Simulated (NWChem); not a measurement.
C₂H₄O₃Si; SMILES C=C1O[SiH](O)O1

```xyz
10

C      0.3117     2.5021     0.0000
C      0.0464     1.1891     0.0000
O     -0.1248     0.3557     1.1019
Si    -0.4390    -0.9262     0.0000
O      0.5856    -2.2165     0.0000
O     -0.1248     0.3557    -1.1019
H      0.4174     3.0330     0.9530
H      0.4174     3.0330    -0.9530
H     -1.8013    -1.5089     0.0000
H      1.5408    -2.0216     0.0000
```
Atoms are numbered in this order, from 1.

Results from NWChem. All runs use the structure optimised with PBE-D3(BJ)/def2-SVP. B3LYP is NWChem's, with the RPA form of VWN correlation. Atomic charges in e: unrestrained fits to the electrostatic potential beside Mulliken populations; buried atoms are poorly determined by the fit.

**Question.** Estimate the computed values for B3LYP/def2-SVP. Quantities: ESP C1; Mulliken C1; ESP C2; Mulliken C2; ESP O3; Mulliken O3; ESP Si4; Mulliken Si4; ESP O5; Mulliken O5; relative RMS misfit of the potential (%).

**Answer.** 
```
Quantity                                  Result
----------------------------------------  ------
ESP C1                                     -0.66
Mulliken C1                                -0.13
ESP C2                                      0.60
Mulliken C2                                 0.34
ESP O3                                     -0.54
Mulliken O3                                -0.42
ESP Si4                                     1.10
Mulliken Si4                                0.81
ESP O5                                     -0.66
Mulliken O5                                -0.36
relative RMS misfit of the potential (%)      27
```
